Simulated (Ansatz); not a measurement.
All values below come from frozen-core CCSD(T)/def2-TZVPP // TPSS-D3(BJ)/def2-SVP run with Ansatz (an electronic-structure program).

Ansatz 0.2 input:
```yaml
crystal:
  periodic: [false, false, false]
  atoms:
    - { symbol: Cd, position_ang: [-0.089232, 0.013124, 0.013376] }
    - { symbol: Cl, position_ang: [0.945802, -0.747885, 1.91127] }
    - { symbol: O, position_ang: [-0.958207, 0.793467, -1.583645] }
    - { symbol: H, position_ang: [-1.292289, 0.06962, -2.14814] }
basis:
  gaussian: { orbitals: def2-TZVPP }
correlation:
  method: ccsd_t
```

Output:

```
Functional definition: HF
920 factors; integrals over basis functions are off by at most 8.0e-4 eV
mean field evaluation 1: about -19096.1064 eV, gradient 4.3e1 eV
mean field evaluation 2: about -19096.3910 eV, gradient 4.3e1 eV
mean field evaluation 4: about -19099.8812 eV, gradient 2.7e0 eV
mean field evaluation 8: about -19099.9188 eV, gradient 2.2e-1 eV
mean field evaluation 16: about -19099.9191 eV, gradient 2.1e-6 eV
mean field -19099.91914580 eV, -701.9090822181 hartree, gradient 2.1e-6 eV, S^2 0.000000; 0 other end points of the search recorded, 0 dependent functions left out
6 core orbitals not correlated
reference -19099.91914580 eV, -701.9090822181 hartree; 17, 17 occupied and 120, 120 virtual orbitals, 920 factors
second order -31.14004956 eV of doubles, -0.00000000 eV of singles
cycle   1  -29.92810753 eV  change     1.2e0 eV  update   1.2e-1
cycle   2  -30.56251911 eV  change   -6.3e-1 eV  update   4.2e-2
cycle   3  -30.73588017 eV  change   -1.7e-1 eV  update   2.5e-2
cycle   4  -30.70940880 eV  change    2.6e-2 eV  update   9.9e-3
cycle   5  -30.68898349 eV  change    2.0e-2 eV  update   4.0e-3
cycle   6  -30.69382700 eV  change   -4.8e-3 eV  update   1.4e-3
cycle   7  -30.69427815 eV  change   -4.5e-4 eV  update   4.5e-4
cycle   8  -30.69378340 eV  change    4.9e-4 eV  update   1.6e-4
cycle   9  -30.69384776 eV  change   -6.4e-5 eV  update   7.3e-5
cycle  10  -30.69392305 eV  change   -7.5e-5 eV  update   2.5e-5
cycle  11  -30.69387301 eV  change    5.0e-5 eV  update   1.1e-5
cycle  12  -30.69389441 eV  change   -2.1e-5 eV  update   4.3e-6
perturbative correction -1.01534062 eV, -0.0373130796 hartree
Total energy: -19131.62838084 eV, -703.0743751122 hartree
```

Cost: very roughly 70 core-seconds.
